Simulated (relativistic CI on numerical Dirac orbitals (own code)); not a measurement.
## Ni2+ in a cubic cluster: 3s photoemission with charge transfer

Computed with a charge-transfer multiplet model of a cubic metal-ligand cluster with up to 2 ligand holes, Slater and spin-orbit integrals from Dirac-Coulomb-Breit ions, Slater integrals scaled by 0.9. The ground state mixes d8 with configurations of k ligand holes L, whose averages lie at kΔ + k(k − 1)U_dd/2; a core hole lowers each added d electron by U_cd. 20 K, Lorentzian 1.4 eV and Gaussian 0.8 eV FWHM.

Atomic integrals in eV (Slater integrals scaled, ζ unscaled), ground: F2dd 10.953, F4dd 6.797, zeta_d 0.080; with the core hole: F2dd 11.981, F4dd 7.483, zeta_d 0.091, G2cd 12.115.

Cluster parameters (eV): Δ = 3.4, U_dd = 6.5, 10Dq = 0.7, 10Dq(ligand) = 0.7, V(eg) = 1.85, V(t2g) = -0.96, final-state hopping factor = 0.9.

```csv
Case,n_d,d8,d9L,d10L2,S
U_cd = 5.4 eV,8.19,0.82,0.18,0.00,1.00
U_cd = 6 eV,8.19,0.82,0.18,0.00,1.00
U_cd = 7.2 eV,8.19,0.82,0.18,0.00,1.00
U_cd = 7.8 eV,8.19,0.82,0.18,0.00,1.00
U_cd = 8.4 eV,8.19,0.82,0.18,0.00,1.00
```

Weights, n_d and S are thermal averages at 20 K. Binding energies count from the first peak over 30 % of the highest in each spectrum, which can be another peak from case to case. The parameters are a model scan and need not match a compound or its usual spin state. Peaks in eV (height, largest 100):
- U_cd = 5.4 eV: 0.0 (100), 4.5 (23), 5.8 (23), 9.1 (22), 11.6 (10)
- U_cd = 6 eV: 0.0 (100), 4.5 (31), 8.7 (24), 11.6 (15)
- U_cd = 7.2 eV: 0.0 (100), 4.6 (53), 8.1 (29), 12.0 (26)
- U_cd = 7.8 eV: 0.0 (100), 4.7 (62), 7.8 (34), 12.4 (33)
- U_cd = 8.4 eV: 0.0 (100), 4.7 (68), 7.4 (44), 12.8 (39)

For the case U_cd = 7.2 eV, Δ = 3.4 eV is smaller than U_dd = 6.5 eV, the charge-transfer side of the Zaanen-Sawatzky-Allen scheme. With the core hole the configuration with one ligand hole lies at Δ − U_cd = -2.0, -2.6, -3.8, -4.4, -5.0 eV from the one without, in the order of the table; where this is negative the screened configuration lies lower, though the effective hopping of about 2.2 eV (from the holes of the mixed ground state) mixes the two strongly wherever it is as large as the gap.

Without intra-shell correlation the exchange splitting of the 3s hole comes out too large.
